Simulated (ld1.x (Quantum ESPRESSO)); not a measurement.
# How hard is this Ir ultrasoft potential?

- Element: Ir (Z = 77)
- Generator: ld1.x (Quantum ESPRESSO) 7.5
- Type: ultrasoft
- Functional: PBE
- Relativity: scalar-relativistic
- Frozen core: [Xe] 4f14
- Valence charge: 9
- Reference configuration: 5d7 6s1 6p0 (charge +1)
- Partial waves: 6s (bound): rcut 2.25, rcutus 2.35 bohr; 6s channel at 0.7 Ry: rcut 2.25, rcutus 2.35 bohr; 6p (bound, empty): rcut 2.45, rcutus 3.10 bohr; 6p channel at 2.5 Ry: rcut 2.45, rcutus 3.10 bohr; 5d (bound): rcut 1.15, rcutus 1.40 bohr; 5d channel at 0.75 Ry: rcut 1.15, rcutus 1.40 bohr
- Local potential: all-electron potential smoothed inside 2.00 bohr (lloc = -1)
- Core correction: Bessel-smoothed model core, default radius (core density twice the valence density)
- Augmentation charge: built from norm-conserving waves at rcut, not smoothed further

The pseudo-atom Hamiltonian at the reference potential is diagonalised in spherical Bessel functions j_l(qr) that vanish at 20 bohr, with q² up to the cutoff. All-electron valence levels (Ry): 6s -0.9971, 6p -0.5298, 5d -1.1262.

**Question.** How do the lowest levels (Ry) of each channel move with the cutoff, and are there ghosts?

**Answer.**

| cutoff (Ry) | s #1 | s #2 | s #3 | p #1 | p #2 | d #1 | f #1 | f #2 | Σ f·Δε (mRy) |
| --- | --- | --- | --- | --- | --- | --- | --- | --- | --- |
| 8 | -0.9970 | -0.2503 | -0.0859 | -0.5753 | -0.1573 | -0.5276 | -0.0548 | 0.0374 | 4191.3 |
| 12 | -0.9971 | -0.2504 | -0.0859 | -0.5810 | -0.1576 | -0.7138 | -0.0549 | 0.0372 | 2888.1 |
| 18 | -0.9972 | -0.7427 | -0.2504 | -0.5837 | -0.1577 | -0.9202 | -0.0549 | 0.0371 | 1443.0 |
| 21 | -0.9983 | -0.9712 | -0.2504 | -0.5842 | -0.1578 | -0.9820 | -0.0549 | 0.0371 | 1011.5 |
| 30 | -1.1478 | -0.9967 | -0.2504 | -0.5848 | -0.1578 | -1.0791 | -0.0549 | 0.0371 | 330.4 |
| 40 | -1.1657 | -0.9968 | -0.2504 | -0.5848 | -0.1578 | -1.1190 | -0.0549 | 0.0371 | 51.4 |
| 50 | -1.1673 | -0.9968 | -0.2504 | -0.5848 | -0.1578 | -1.1254 | -0.0549 | 0.0371 | 6.3 |
| 60 | -1.1675 | -0.9968 | -0.2504 | -0.5848 | -0.1578 | -1.1260 | -0.0549 | 0.0371 | 2.0 |
| 70 | -1.1675 | -0.9968 | -0.2504 | -0.5848 | -0.1578 | -1.1260 | -0.0549 | 0.0371 | 1.8 |
| 90 | -1.1675 | -0.9968 | -0.2504 | -0.5848 | -0.1578 | -1.1262 | -0.0549 | 0.0371 | 0.7 |
| 110 | -1.1675 | -0.9968 | -0.2504 | -0.5848 | -0.1578 | -1.1263 | -0.0549 | 0.0371 | 0.3 |
| 400 | -1.1675 | -0.9968 | -0.2504 | -0.5848 | -0.1578 | -1.1263 | -0.0549 | 0.0371 | 0.0 |

Result: ghost states, extra bound levels that the all-electron valence spectrum of the same l lacks: s at -15.9 eV, p at -8.0 eV (a true bound ghost makes a file unfit for plane-wave use); 10 mRy is reached at 50 Ry and 1 mRy at 90 Ry.

Test run stopped at test 1 of 7 (negative rho).
